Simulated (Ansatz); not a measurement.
`BC(=C)C` and `C=[C](C)[AlH2]` differ in one element.

Ansatz, PBE0-D4/def2-TZVP geometries, multiplicity 1. 

```csv
property,`BC(=C)C`
HOMO–LUMO gap (B3LYP/def2-TZVPP) / eV,5.56
HOMO–LUMO gap (PBE/def2-TZVPP) / eV,3.97
HOMO–LUMO gap (ωB97M-V/def2-TZVPP) / eV,10.18
size of the dipole moment (ωB97M-V/def2-TZVPP) / D,1.11
LUMO energy (PBE0/def2-TZVPP) / eV,-1.94
"ideal-gas entropy at 298 K and 1 bar (rigid rotor, harmonic PBE0-D4/def2-TZVP) / J/(mol·K)",300
```

Problem. Give the same properties after the change, and the shifts. (An estimate is asked.)

Solution. Computed: 
| property | `C=[C](C)[AlH2]` | shift |
| --- | --- | --- |
| HOMO–LUMO gap (B3LYP/def2-TZVPP) / eV | 5.65 | 0.09 |
| HOMO–LUMO gap (PBE/def2-TZVPP) / eV | 4.18 | 0.21 |
| HOMO–LUMO gap (ωB97M-V/def2-TZVPP) / eV | 9.97 | -0.21 |
| size of the dipole moment (ωB97M-V/def2-TZVPP) / D | 0.83 | -0.28 |
| LUMO energy (PBE0/def2-TZVPP) / eV | -1.55 | 0.39 |
| ideal-gas entropy at 298 K and 1 bar (rigid rotor, harmonic PBE0-D4/def2-TZVP) / J/(mol·K) | 323 | 23 |

With PBE0 the HOMO rises by 0.28 eV and the LUMO rises by 0.39 eV, so the gap widens by about 0.11 eV. PBE moves the HOMO by 0.37 eV and ωB97M-V by 0.26 eV. Dipoles are sizes alone; their direction can turn.

B3LYP here is the variant with VWN-RPA as its local correlation; programs differ in this.
